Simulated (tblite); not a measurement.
C₇H₁₁NOSi.
Cartesian coordinates in Å at the GFN2-xTB level; atoms count from 1:
```xyz
21
C7H11NOSi angstrom
C     -1.9284   -0.3315   -1.6052
C     -2.2623   -0.5078   -0.1248
Si    -1.1792    0.6135    0.9577
C     -0.8466    0.2070    2.8424
O     -1.4342    0.2148    3.8958
C      0.5474   -0.1630    2.5372
C      0.6217    0.0170    1.1966
C      1.7363   -0.2301    0.3265
N      1.5829   -0.1506   -0.9262
C      2.6637   -0.4133   -1.8123
H     -2.5138   -1.0165   -2.2156
H     -2.1474    0.6832   -1.9273
H     -0.8723   -0.5199   -1.7792
H     -3.3193   -0.2919    0.0369
H     -2.1106   -1.5526    0.1542
H     -1.3315    2.0333    0.6336
H      1.3005   -0.5052    3.2307
H      2.6995   -0.4974    0.7921
H      3.6117   -0.6400   -1.3045
H      2.3825   -1.2538   -2.4500
H      2.7905    0.4565   -2.4592
```

Level: GFN2-xTB in tblite, geometry and Hessian alike; calculated harmonic values, unscaled, isolated species. Errors from tens to a few hundred cm⁻¹ against measured bands are possible. Modes of hydrogen on silicon can be 10 to 20 % off. One conformer, not necessarily the lowest.

Harmonic wavenumbers (cm⁻¹): 48.6, 60.5, 73.5, 98.9, 114.2, 118.7, 185.6, 204.9, 239.0, 252.5, 334.1, 358.7, 424.8, 464.6, 490.2, 546.7, 587.5, 627.6, 642.2, 682.8, 737.8, 769.9, 819.8, 908.7, 982.9, 1019.0, 1026.5, 1036.8, 1069.7, 1072.9, 1137.9, 1155.9, 1231.4, 1246.2, 1280.3, 1314.0, 1386.9, 1418.2, 1451.1, 1466.6, 1469.7, 1503.3, 1509.2, 1571.9, 1685.7, 1765.4, 2245.4, 2797.8, 2884.0, 2966.7, 2973.6, 2983.1, 2993.5, 3022.4, 3041.9, 3049.1, 3069.4.

A = 1502, B = 798.9, C = 548.6 MHz; mass 153.061 u (most abundant isotopes); point group C1, symmetry number 1.

Problem. What is the zero-point energy?

Solution. Half the sum of the wavenumbers: 35310 cm⁻¹ = 100.96 kcal/mol.

Problem. Entropy at 200 K, 1 bar (ideal gas, RRHO, classical rotation)?

Solution. Translation 39.03, rotation 29.38, vibration 26.80: S = 95.2 cal/(mol K).

Problem. And Cp and H(200 K) − H(0)?

Solution. Cp = 34.76 cal/(mol K), of which vibrations give 26.81 (their classical limit is 57 R = 113.3); H(200 K) − H(0) = 4.46 kcal/mol without the zero-point energy, 2.87 from vibrations.

Problem. What must be added to the electronic energy to get the Gibbs energy at 200 K and 1 bar?

Solution. ZPE + [H(200 K) − H(0)] − T·S = 100.96 + 4.46 − 19.04 = 86.38 kcal/mol.

Problem. Blend soft modes into free rotors: weight 1/[1 + (100 cm⁻¹/ν̃)⁴] for the oscillator and the rest for a rotor with moment μB/(μ + B), μ = h/(8π²ν), B = 10⁻⁴⁴ kg m². What vibrational entropy results?

Solution. 24.82 cal/(mol K) in place of 26.80, which changes −T·S at 200 K by +0.40 kcal/mol.

Problem. Which modes carry the vibrational entropy at 200 K?

Solution. 48.6 cm⁻¹: 4.09; 60.5 cm⁻¹: 3.66; 73.5 cm⁻¹: 3.28; 98.9 cm⁻¹: 2.71; 114.2 cm⁻¹: 2.43; 118.7 cm⁻¹: 2.36 cal/(mol K); the other 51 give 8.28 together.

Hindered rotation and anharmonicity are outside this model. Other conformers, if any are populated, would add a mixing term that is left out. The structure is chiral; the term R ln 2 for an equal mix with its mirror image is left out.
